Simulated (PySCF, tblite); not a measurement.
A database entry of computed molecular properties. Lists by class give the value and the number of equivalent atoms.

```json
{
 "formula": "C7H14",
 "smiles": "CC[C@@H]1CC[C@H]1C",
 "inchi": "InChI=1S/C7H14/c1-3-7-5-4-6(7)2/h6-7H,3-5H2,1-2H3/t6-,7-/m1/s1",
 "charge": 0,
 "multiplicity": 1,
 "geometry_level": "GFN2-xTB",
 "atoms_angstrom": [
  ["C", 2.653, -0.613, -0.101],
  ["C", 1.211, -1.024, 0.173],
  ["C", 0.227, 0.068, -0.215],
  ["C", 0.199, 1.331, 0.666],
  ["C", -1.331, 1.235, 0.737],
  ["C", -1.26, -0.176, 0.125],
  ["C", -2.196, -0.473, -1.032],
  ["H", 3.34, -1.405, 0.188],
  ["H", 2.905, 0.284, 0.46],
  ["H", 2.796, -0.405, -1.16],
  ["H", 1.095, -1.254, 1.235],
  ["H", 0.976, -1.932, -0.389],
  ["H", 0.355, 0.318, -1.271],
  ["H", 0.602, 2.238, 0.221],
  ["H", 0.674, 1.17, 1.632],
  ["H", -1.771, 1.306, 1.73],
  ["H", -1.829, 1.946, 0.08],
  ["H", -1.365, -0.95, 0.888],
  ["H", -2.1, 0.285, -1.807],
  ["H", -1.964, -1.443, -1.469],
  ["H", -3.229, -0.487, -0.691]
 ],
 "electronic_structure_code": "PySCF",
 "results": {
  "GFN2-xTB geometry": {
   "point_group": "C1",
   "rotational_constants_GHz": [4.376, 1.744, 1.387]
  },
  "PBE0/pcSseg-1 ground state and GIAO shieldings, non-relativistic": {
   "dipole_D": 0.13,
   "homo_eV": -8.02,
   "lumo_eV": 1.62,
   "shift_vs_computed_TMS_C_by_class_ppm": [
    [45.7, 1],
    [37.6, 1],
    [34.8, 1],
    [25.7, 1],
    [24.1, 1],
    [24.0, 1],
    [13.7, 1]
   ],
   "shift_vs_computed_TMS_H_by_class_ppm": [
    [2.05, 1],
    [2.04, 1],
    [1.81, 1],
    [1.67, 1],
    [1.47, 1],
    [1.43, 1],
    [1.36, 1],
    [1.1, 3],
    [1.09, 1],
    [0.88, 3]
   ],
   "charges_hirshfeld_e_by_atom": [-0.12, -0.07, -0.02, -0.08, -0.07, -0.02, -0.12, 0.04, 0.04, 0.04, 0.03, 0.03, 0.03, 0.03, 0.04, 0.03, 0.04, 0.03, 0.04, 0.04, 0.04]
  },
  "GFN2-xTB harmonic vibrations, gas phase": {
   "strongest_ir_bands_cm-1_km_per_mol_modes": [
    [2962.6, 67.3, 1],
    [3009.0, 62.3, 1],
    [3013.2, 64.0, 1],
    [3025.2, 60.1, 1],
    [3029.7, 111.4, 2],
    [3031.6, 61.4, 1]
   ],
   "zpe_kcal_per_mol": 121.5
  }
 }
}
```

A dipole of 0.13 D is allowed in C1, and pure rotational transitions are dipole-allowed. With B = h/(8π²I), that is 505.379 GHz u Å² over I, the principal moments of inertia are 115.5, 289.8 and 364.2 u Å² (most abundant isotopes).

 NMR classes are plain means over equivalent atoms (diastereotopic ones count apart unless rotation or inversion swaps them), as if these changed places fast; in this geometry the members of some classes differ.

Conformer computed: `[CH3:1][CH2:2][C@@H:3]1[CH2:4][CH2:5][C@H:6]1[CH3:7]`: C1–C2–C3–C4 -71°.

One conformer stands for the species.
